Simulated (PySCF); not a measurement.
Phenylphosphine, C6H7P.
Numbering: `[PH2:1][c:2]1[cH:3][cH:4][cH:5][cH:6][cH:7]1` (hydrogens: H8, H9 on P1; H10 on C3; H11 on C4; H12 on C5; H13 on C6; H14 on C7)

Level of theory: TDDFT CAM-B3LYP/def2-SVPD, vertical, gas phase, core orbitals frozen in the response (PySCF 2.14.0, density-fitted response routines). Geometry: GFN2-xTB, one conformer, isolated molecule. Torsions of this conformer, `[PH2:1][c:2]1[cH:3][cH:4][cH:5][cH:6][cH:7]1`: H–P1–C2–C3 138°, H–P1–C2–C3 45°.

Question: List the vertical singlet excitations with oscillator strengths and describe the spectrum.

Answer: 

```
state  E (eV)  λ (nm)       f  symmetry  main configurations (H = HOMO, L = LUMO)
   S1    5.24   236.7  0.0008         –     H→L (36%), H→L+1 (34%), H-1→L+1 (13%)
   S2    5.70   217.5   0.195        A′                    H→L+1 (44%), H→L (42%)
   S3    6.22   199.3   0.017        A′                               H→L+2 (77%)
   S4    6.37   194.5   0.046        A″   H-1→L+1 (24%), H-1→L (22%), H→L+6 (14%)
   S5    6.69   185.2   0.409        A′    H-1→L (33%), H-1→L+1 (31%), H→L+2 (8%)
   S6    7.02   176.5   0.077        A′                               H→L+5 (79%)
   S7    7.15   173.4   0.136        A″                H-1→L+2 (48%), H→L+6 (20%)
   S8    7.24   171.1  0.0047        A″   H→L+6 (30%), H-2→L (27%), H-2→L+1 (23%)
```

Triplets (Tamm–Dancoff): T1 4.00 eV, H→L+1 (30%), H→L (30%), H-1→L (13%); T2 4.59 eV, H→L (42%), H→L+1 (41%); T3 4.74 eV, H-1→L (34%), H-1→L+1 (33%), H→L+1 (14%).

The lowest singlet lies at 5.24 eV (237 nm, ultraviolet) and is very weak; its leading configuration is HOMO→LUMO (36%). The strongest level in the table is S5 at 6.69 eV (185 nm, f = 0.409). Löwdin shares by element: HOMO carbon 38% or more, phosphorus 32% (atoms not listed hold the other 30%); LUMO (one of a set within 0.03 eV) carbon 63% or more (atoms not listed hold the other 37%). Orbital energies (eV): HOMO-3 -11.03, HOMO-2 -9.64, HOMO-1 -8.72, HOMO -7.91, LUMO 0.60, LUMO+1 0.60, LUMO+2 1.35. Weighted by f, the mean energy of these states is 6.55 eV. Of the 8 states listed, 6 reach f = 0.01 and none stays under 0.0005. Symmetry labels in Cs follow from the direction of the transition dipole and are given only for states with f of 0.002 or more. Only the lowest 8 singlets were computed, as vertical energies without vibronic structure.
